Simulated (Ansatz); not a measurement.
Geometry optimisation, Ansatz 0.2.0, RKS B3LYP-D4/def2-SVP.

Input:

```yaml
crystal:
  periodic: [false, false, false]
  atoms:
    - { symbol: Si, position_ang: [-0.2623, 0.0768, -0.5022] }
    - { symbol: C, position_ang: [0.3438, -1.3648, 1.0203] }
    - { symbol: H, position_ang: [-1.6246, -0.2596, -0.0817] }
    - { symbol: H, position_ang: [1.1489, 0.0224, -0.9228] }
    - { symbol: "N", position_ang: [-0.772, 0.8152, -1.9751] }
    - { symbol: H, position_ang: [0.2986, -0.0275, 1.4082] }
    - { symbol: S, position_ang: [0.0914, 1.7546, 1.3486] }
    - { symbol: H, position_ang: [0.2106, -2.0544, 0.1887] }
    - { symbol: H, position_ang: [1.3713, -1.535, 1.3487] }
    - { symbol: H, position_ang: [-0.3329, -1.7335, 1.7925] }
    - { symbol: H, position_ang: [-0.1413, 1.2744, -2.6094] }
    - { symbol: H, position_ang: [-1.7194, 1.1181, -2.1371] }
    - { symbol: H, position_ang: [1.3879, 1.9133, 1.1212] }
basis:
  gaussian: { orbitals: def2-SVP }
hamiltonian:
  xc: b3lyp
  dispersion: d4
relax:
  f_tol: 0.15
  max_steps: 25
  restrain:
    - { distance: [0, 6], at: 2.16, k: 30.0 }
    - { distance: [5, 1], at: 1.07, k: 30.0 }
    - { distance: [0, 1], at: 3.17, k: 30.0 }
    - { distance: [5, 6], at: 2.66, k: 30.0 }
```

Launched with:

```bash
$ ansatz run input.yaml --threads 2 --pin off --max-ram 3072MiB --backend cpu --events-out ev --progress --plain --runs-dir out
```

Where does it end, and by what steps?

The run converged. The restraints hold the end off the free minimum. After 13 steps the energy has fallen by 2.975 eV (the restraints' own energy left out); H10 moved furthest, 1.04 Å. Joined: C2–H6 (1.39 → 1.08 Å).

```tsv
step	energy less start (eV)	largest force component (eV/Å)	accepted
0	0.0000	2.286	yes
1	-0.7380	2.237	yes
2	-1.1706	3.908	yes
3	-1.8652	3.130	yes
4	-2.6208	1.669	yes
5	-2.9107	0.860	yes
6	-2.9332	0.796	yes
7	-2.9417	0.799	yes
8	-2.9436	0.874	no
9	-2.9534	0.845	yes
10	-2.9570	0.891	yes
11	-2.9576	0.977	yes
12	-2.9632	1.026	yes
13	-2.9746	0.765	yes
```

```xyz
13
Properties=species:S:1:pos:R:3
Si -0.360 0.485 -0.667
C 0.474 -1.702 1.496
H -1.530 -0.336 -0.281
H 0.916 -0.250 -0.838
N -0.712 1.162 -2.221
H 0.302 -0.650 1.701
S -0.178 1.872 0.989
H -0.201 -2.070 0.715
H 1.515 -1.848 1.175
H 0.301 -2.281 2.415
H 0.028 1.618 -2.749
H -1.591 1.656 -2.355
H 1.036 2.346 0.622
```

Run time: 25 s on 2 threads of Intel(R) Xeon(R) 6975P-C (Granite Rapids), on a shared host, peak memory 0.26 GiB.
